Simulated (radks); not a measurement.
These are the eigenvalues of the occupied orbitals of an atom or ion with whole-number occupations (hartree). Calculated with a radial shooting solver on a logarithmic mesh with Libxc functionals: scalar-relativistic Kohn-Sham, BLYP, spin-polarised, spherical densities, point nucleus.

orbital  eigenvalue
1s down   -1481.002
1s up     -1481.002
2s up     -237.8564
2s down   -237.8563
2p up     -213.1220
2p down   -213.1220
3s up     -51.88769
3s down   -51.87836
3p up     -44.02321
3p down   -44.01392
3d up     -32.84940
3d down   -32.84213
4s up     -11.18876
4s down   -11.16075
4p up      -8.62156
4p down    -8.59333
4d up      -4.92792
4d down    -4.89963
5s up      -2.34070
5s down    -2.32345
5p up      -1.68578
5p down    -1.67236
4f up      -1.05772

Which element is it, and in what charge state? The configuration may be excited. Open shells, if any, are filled with parallel spins first.

Answer. Z = 58, cerium, charge +3: Ce3+ in [Xe] 4f1. The list shows which subshells hold electrons but not how many an open one holds; the 1s level, -1481 hartree, gives Z - s = 54.4 by -(Z - s)^2/2, which with screening and relativity narrows Z to a few neighbours, and the depths of the outer levels then fix element, charge and occupations together.
